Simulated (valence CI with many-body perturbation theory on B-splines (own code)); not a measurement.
## Forbidden lines of La XXXV

Level of theory: configuration interaction combined with many-body perturbation theory (CI+MBPT): five valence electrons over a frozen Dirac-Fock core [Ar], radial functions for each j: 7 s, 7 p, 8 d, 6 f, 4 g, 1 h, with the one-electron correlation potential Σ1, the two-electron term Σ2, the three-electron term Σ3, Breit, model QED; selected CI, second order for the rest (own B-spline code, finite nucleus).

No measured spectrum was set against this ion. As an estimate, large intervals hold to a few tenths of a per cent, small ones and those within an open d or f shell to about a per cent. Only levels of the ground parity were solved; by the run's estimate the other parity begins above the list, which can be wrong where configurations are misplaced.

Lines 51 to 100 of 120 in falling wavelength, among levels below 98.060 eV, chosen from the decays that carry over 1 % of a level's rate. Wavelengths and rates use the calculated energies. S is in atomic units (e²a₀⁴ for E2 and M2, e²a₀⁶ for E3), for M1 in squared Bohr magnetons. Weak lines are less certain than strong ones. Lines between different terms over intervals too small for the method are left out, as are lines whose strength nearly cancels.

Levels are named by their leading jj configuration (3d3/2^4 stands for four electrons in 3d with j = 3/2), which in mixed levels can hold well under half, so a name can repeat and another be missing. Letters in brackets count levels of one name in rising energy.

```csv
λ vac (Å),Upper,Lower,Type,A (s⁻¹),S (a.u.)
639.5,(3d3/2 3d5/2^4) J=5/2 [a],(3d3/2^2 3d5/2^3) J=7/2 [a],M1,4.20e+04,2.44e+00
638.2,(3d3/2^2 3d5/2^3) J=9/2 [a],(3d3/2^3 3d5/2^2) J=7/2 [a],M1,2.27e+04,2.19e+00
630.5,(3d3/2^2 3d5/2^3) J=1/2 [a],(3d3/2^3 3d5/2^2) J=3/2 [a],M1,4.43e+04,8.23e-01
627.0,(3d3/2^2 3d5/2^3) J=9/2 [c],(3d3/2^2 3d5/2^3) J=9/2 [a],M1,5.23e+02,4.78e-02
620.8,(3d3/2^2 3d5/2^3) J=5/2 [c],(3d3/2^3 3d5/2^2) J=7/2 [b],M1,2.52e+04,1.34e+00
616.8,(3d3/2^2 3d5/2^3) J=13/2,(3d3/2^3 3d5/2^2) J=11/2,M1,8.89e+03,1.08e+00
594.8,(3d3/2^2 3d5/2^3) J=3/2 [a],(3d3/2^3 3d5/2^2) J=3/2 [a],M1,7.13e+04,2.23e+00
592.3,(3d3/2^2 3d5/2^3) J=7/2 [c],(3d3/2^2 3d5/2^3) J=5/2 [a],M1,3.76e+03,2.32e-01
579.6,(3d3/2^2 3d5/2^3) J=5/2 [a],(3d3/2^3 3d5/2^2) J=5/2 [a],M1,9.78e+04,4.23e+00
575.9,(3d3/2^2 3d5/2^3) J=9/2 [c],(3d3/2^2 3d5/2^3) J=11/2,M1,3.46e+03,2.45e-01
566.9,(3d3/2 3d5/2^4) J=3/2 [a],(3d3/2^2 3d5/2^3) J=5/2 [b],M1,3.28e+04,8.86e-01
562.6,(3d3/2^3 3d5/2^2) J=7/2 [a],(3d3/2^4 3d5/2) J=5/2,M1,2.12e+04,1.12e+00
558.0,(3d3/2 3d5/2^4) J=11/2,(3d3/2^2 3d5/2^3) J=13/2,M1,2.24e+04,1.73e+00
556.1,(3d3/2^2 3d5/2^3) J=9/2 [c],(3d3/2^2 3d5/2^3) J=7/2 [a],M1,5.36e+02,3.42e-02
548.3,(3d3/2 3d5/2^4) J=7/2 [a],(3d3/2^2 3d5/2^3) J=9/2 [a],M1,6.38e+04,3.12e+00
547.7,(3d3/2^2 3d5/2^3) J=5/2 [b],(3d3/2^3 3d5/2^2) J=3/2 [a],M1,1.04e+04,3.80e-01
544.5,(3d3/2^3 3d5/2^2) J=3/2 [a],(3d3/2^4 3d5/2) J=5/2,M1,8.89e+04,2.13e+00
532.7,(3d3/2 3d5/2^4) J=5/2 [a],(3d3/2^2 3d5/2^3) J=5/2 [a],M1,1.39e+05,4.68e+00
532.6,(3d3/2^2 3d5/2^3) J=9/2 [b],(3d3/2^3 3d5/2^2) J=9/2,M1,6.34e+04,3.55e+00
530.5,(3d3/2^2 3d5/2^3) J=5/2 [b],(3d3/2^3 3d5/2^2) J=7/2 [a],M1,2.08e+04,6.92e-01
524.0,(3d3/2 3d5/2^4) J=3/2 [a],(3d3/2^2 3d5/2^3) J=3/2 [a],M1,8.49e+04,1.81e+00
516.1,(3d3/2^2 3d5/2^3) J=7/2 [b],(3d3/2^3 3d5/2^2) J=5/2 [b],M1,1.12e+03,4.58e-02
515.3,(3d3/2 3d5/2^4) J=11/2,(3d3/2^2 3d5/2^3) J=9/2 [a],M1,2.47e+04,1.50e+00
511.3,(3d3/2^2 3d5/2^3) J=7/2 [c],(3d3/2^3 3d5/2^2) J=7/2 [b],M1,2.70e+04,1.07e+00
499.1,(3d3/2 3d5/2^4) J=3/2 [a],(3d3/2^2 3d5/2^3) J=1/2 [a],M1,7.96e+04,1.47e+00
498.0,(3d3/2^3 3d5/2^2) J=3/2 [b],(3d3/2^3 3d5/2^2) J=5/2 [a],M1,5.62e+03,1.03e-01
496.0,(3d3/2^2 3d5/2^3) J=7/2 [b],(3d3/2^3 3d5/2^2) J=9/2,M1,1.58e+04,5.73e-01
493.3,(3d3/2 3d5/2^4) J=7/2 [a],(3d3/2^2 3d5/2^3) J=7/2 [a],M1,5.39e+04,1.92e+00
490.5,(3d3/2^2 3d5/2^3) J=7/2 [a],(3d3/2^3 3d5/2^2) J=5/2 [a],M1,1.05e+04,3.66e-01
480.3,(3d3/2 3d5/2^4) J=11/2,(3d3/2^2 3d5/2^3) J=11/2,M1,9.58e+04,4.72e+00
478.4,(3d3/2^2 3d5/2^3) J=9/2 [b],(3d3/2^3 3d5/2^2) J=11/2,M1,2.38e+04,9.66e-01
475.0,(3d3/2^2 3d5/2^3) J=3/2 [b],(3d3/2^3 3d5/2^2) J=1/2,M1,8.18e+03,1.30e-01
466.3,(3d3/2 3d5/2^4) J=5/2 [a],(3d3/2^3 3d5/2^2) J=7/2 [b],M1,6.36e+03,1.43e-01
462.3,(3d3/2^3 3d5/2^2) J=5/2 [b],(3d3/2^4 3d5/2) J=5/2,M1,4.63e+02,1.02e-02
457.8,(3d3/2^2 3d5/2^3) J=9/2 [b],(3d3/2^3 3d5/2^2) J=7/2 [a],M1,1.95e+04,6.94e-01
454.3,(3d3/2^2 3d5/2^3) J=3/2 [b],(3d3/2^3 3d5/2^2) J=5/2 [b],M1,7.45e+03,1.04e-01
432.5,(3d3/2^2 3d5/2^3) J=1/2 [b],(3d3/2^3 3d5/2^2) J=1/2,M1,2.95e+04,1.77e-01
430.5,(3d3/2^2 3d5/2^3) J=7/2 [b],(3d3/2^3 3d5/2^2) J=7/2 [a],M1,1.21e+03,2.86e-02
428.3,(3d3/2^2 3d5/2^3) J=5/2 [c],(3d3/2^3 3d5/2^2) J=3/2 [a],M1,1.69e+04,2.95e-01
427.3,(3d3/2 3d5/2^4) J=7/2 [a],(3d3/2^2 3d5/2^3) J=5/2 [a],M1,6.39e+03,1.48e-01
425.0,(3d3/2^2 3d5/2^3) J=7/2 [c],(3d3/2^3 3d5/2^2) J=5/2 [b],M1,1.19e+04,2.71e-01
420.4,(3d3/2^2 3d5/2^3) J=9/2 [c],(3d3/2^3 3d5/2^2) J=7/2 [b],M1,2.69e+04,7.40e-01
417.8,(3d3/2^2 3d5/2^3) J=5/2 [c],(3d3/2^3 3d5/2^2) J=7/2 [a],M1,4.65e+04,7.54e-01
414.0,(3d3/2^2 3d5/2^3) J=3/2 [a],(3d3/2^3 3d5/2^2) J=5/2 [a],M1,5.53e+04,5.82e-01
411.2,(3d3/2^2 3d5/2^3) J=7/2 [c],(3d3/2^3 3d5/2^2) J=9/2,M1,3.04e+04,6.27e-01
395.6,(3d3/2^2 3d5/2^3) J=3/2 [b],(3d3/2^3 3d5/2^2) J=3/2 [a],M1,1.33e+04,1.22e-01
393.4,(3d3/2 3d5/2^4) J=5/2 [a],(3d3/2^3 3d5/2^2) J=5/2 [b],M1,4.48e+04,6.07e-01
390.6,(3d3/2^2 3d5/2^3) J=5/2 [b],(3d3/2^3 3d5/2^2) J=5/2 [a],M1,1.29e+03,1.71e-02
390.6,(3d3/2^3 3d5/2^2) J=7/2 [b],(3d3/2^4 3d5/2) J=5/2,M1,4.42e+03,7.80e-02
384.8,(3d3/2 3d5/2^4) J=3/2 [a],(3d3/2^2 3d5/2^3) J=5/2 [a],M1,1.56e+04,1.32e-01
```
